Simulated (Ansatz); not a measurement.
Program: Ansatz. Geometries: PBE0-D4/def2-TZVP. ΔE: electronic, gas phase. CCSD(T)/CBS adds triple-zeta CCSD(T) − MP2 to the extrapolated MP2 energy (def2 sets, frozen cores). This one scheme is used for every species. Functionals use def2-TZVPP. One conformer a species, not always the lowest.

Reaction (silylene loss): `FBO[SiH3]` → `OBF` + `[SiH2]`

```csv
species,CAM-B3LYP-D4 energy (Eh)
`FBO[SiH3]`,-492.00496
`OBF`,-201.26036
`[SiH2]`,-290.61993
```

Q: Work out ΔE.

A: ΔE = (-201.26036) + (-290.61993) − (-492.00496) = 0.12467 Eh = +327.3 kJ/mol. CCSD(T)/CBS gives +320.2 kJ/mol.

Q: What do rigid-rotor, harmonic-oscillator terms from PBE0-D4/def2-TZVP frequencies (298.15 K, 1 bar) make of the CCSD(T)/CBS value? (Best estimate.)

A: The calculation gave: ΔZPE = -9.6 kJ/mol, ΔH = +314.4 kJ/mol, ΔS = 144 J/(mol·K), ΔG = +271.5 kJ/mol.

Largest T1 diagnostic among the species: 0.014.

From PBE to PBE0 (25 % exact exchange), in def2-TZVPP and without D4, ΔE moves by +13.6 kJ/mol. Leaving LDA and LC-ωPBE aside and taking each functional with its dispersion term where it has one, the values, not all of them listed here, spread over 37.9 kJ/mol, from BLYP-D4 to r2SCAN0-D4. LDA lies +32.3 kJ/mol from PBE without D4.
